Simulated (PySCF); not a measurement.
**TeSF2: from structure and modes to constants**

Level of theory: PySCF, PBE0, basis Te def2-TZVP with ECP28, S def2-TZVP, F def2-TZVP (scalar-relativistic core potentials, no spin–orbit coupling, density fitting).

The singlet minimum has Cs symmetry. Masses (u): Te 129.90622, S 31.97207, F 18.99840.

```xyz
4
charge 0 multiplicity 1, angstrom
Te    0.0000   -0.2922   -0.1925
S     0.0000    0.2205    1.9126
F     1.3391    0.8161   -0.9468
F    -1.3391    0.8161   -0.9468
```

Harmonic wavenumbers (cm⁻¹): 175.0 (a'', ×1), 203.8 (a', ×1), 223.3 (a', ×1), 535.8 (a', ×1), 602.8 (a'', ×1), 619.8 (a', ×1).

Question: Find the principal moments of inertia and the rotational constants. What kind of rotor is it?

Answer: About the centre of mass I = 105.46, 193.78, 224.59 u Å². With B = 16.8576/I this gives 0.1598, 0.08699, 0.07506 cm⁻¹. The molecule is an asymmetric top with κ = -0.72.

Question: What is the harmonic zero-point energy?

Answer: Half the sum of all 6 wavenumbers, 2360/2 = 1180 cm⁻¹, which is 14.1 kJ/mol (1 cm⁻¹ = 0.0119627 kJ/mol).

Question: Find the vibrational entropy and heat capacity at 298.15 K.

Answer: With u = 1.43878 ω/T, each mode gives S = R[u/(eᵘ−1) − ln(1−e⁻ᵘ)] and C = R u² eᵘ/(eᵘ−1)².
```
ω (cm⁻¹)      u  S (J/(mol K))  C (J/(mol K))
   175.0  0.844           9.96           7.84
   203.8  0.984           8.78           7.68
   223.3  1.078           8.08           7.55
   535.8  2.585           2.40           4.90
   602.8  2.909           1.86           4.29
   619.8  2.991           1.74           4.14
```
The sums over all modes are S = 32.8 and C = 36.4 J/(mol K); the softest mode gives 30 % of the entropy.

Other isomers or separated fragments may lie lower.
